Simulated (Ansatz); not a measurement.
A nudged elastic band was laid between two geometries of C2H4GaN (8 atoms, charge 0, multiplicity 1).

Theory: RKS PBE-D4/def2-SVP (Ansatz 0.2.0).

```json
{
  "movable images": "5",
  "climbing image": "yes",
  "spring": "5.0 eV/Å²",
  "optimiser": "quadratic models (default)",
  "start path": "through a guess of the saddle point",
  "force threshold": "0.05 eV/Å",
  "iteration limit": "60",
  "end points": "relaxed"
}
```

Initial state:

```xyz
8
Properties=species:S:1:pos:R:3
C -0.062 0.410 -0.988
N 0.851 1.237 -0.587
Ga 0.789 0.327 1.148
C -0.573 -0.641 -0.008
H -0.468 0.467 -2.032
H 1.497 0.447 2.554
H -0.377 -1.690 -0.319
H -1.655 -0.557 0.232
```

Final state:

```xyz
8
Properties=species:S:1:pos:R:3
C -0.640 0.278 -0.859
N 0.558 0.773 -0.920
Ga 1.025 -0.046 0.895
C -0.751 -0.825 0.101
H 0.812 1.475 -1.628
H 1.227 1.023 2.096
H -0.571 -1.790 -0.413
H -1.661 -0.887 0.729
```

Task: What changes between the two ends?

Result: Bonds broken: C1–H5. Bonds formed: N2–H5.

Task: Give the energies along the band, and the barrier.

Result: The run converged. The highest image is number 4 of 0 to 6, 2.54 eV above the first end and 1.84 eV above the last; the last end lies 0.70 eV above the first. Neighbouring images differ by up to 1.6 eV, so the band resolves the path poorly. A vibrational analysis at the climbing image gives one clearly imaginary mode, 1696i cm⁻¹: a first-order saddle point. The orbitals stay closed-shell, which can raise the energy where a bond breaks towards radicals; this wasn't checked here.

```
image  path coordinate (Å)  energy (eV)  C1–H5 (Å)  N2–H5 (Å)
    0                 0.00         0.00       1.12       2.10
    1                 0.52         0.01       1.12       2.10
    2                 1.03         0.11       1.12       2.07
    3                 1.55         0.94       1.12       1.76
    4                 2.07         2.54       1.31       1.25
    5                 2.64         1.14       1.78       1.03
    6                 3.20         0.70       2.03       1.03
```

Task: What is the geometry of the highest image?

Result: 
```xyz
8
Properties=species:S:1:pos:R:3
C -0.299 0.272 -0.900
N 0.909 0.772 -0.947
Ga 1.115 -0.027 0.972
C -0.664 -0.774 0.056
H 0.016 1.292 -1.656
H 1.123 0.921 2.286
H -0.577 -1.774 -0.414
H -1.623 -0.682 0.603
```

The band took 13 iterations and about 3 core-minutes.

The run took 100 s on 2 threads of Arm Neoverse V1, on a shared host, peak memory 0.14 GiB.
